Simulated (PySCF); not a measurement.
BH3N, SMILES [NH]B, multiplicity 2.

The structure is a stationary point at B3LYP-D3(BJ)/def2-TZVP. The isomer is the one that the SMILES or the coordinates give; other isomers of the formula were not compared.

Two levels are set side by side: PBE/def2-TZVPD (PySCF) and M06-2X/def2-TZVPD (PySCF). Same geometry, gas phase. Differences are taken from unrounded values.

```csv
quantity,PBE
α-spin orbital gap (eV),5.48
β-spin orbital gap (eV),2.70
dipole moment (D),1.18
mean polarisability (bohr³),28.0
```

Q: These are the PBE values. What does M06-2X give? (The exact figures need the calculation; the answer reports its results.)

A: 
| quantity | M06-2X | PBE minus M06-2X |
|---|---|---|
| α-spin orbital gap (eV) | 9.47 | -3.99 |
| β-spin orbital gap (eV) | 7.78 | -5.08 |
| dipole moment (D) | 1.29 | -0.11 |
| mean polarisability (bohr³) | 26.2 | 1.9 |

PBE's more diffuse valence density responds more strongly to a field. Differences between two approximate levels are no errors against the true value.

Rough cost on one machine, each run with all the roots and properties that it gave: M06-2X against PBE within a factor of 2.
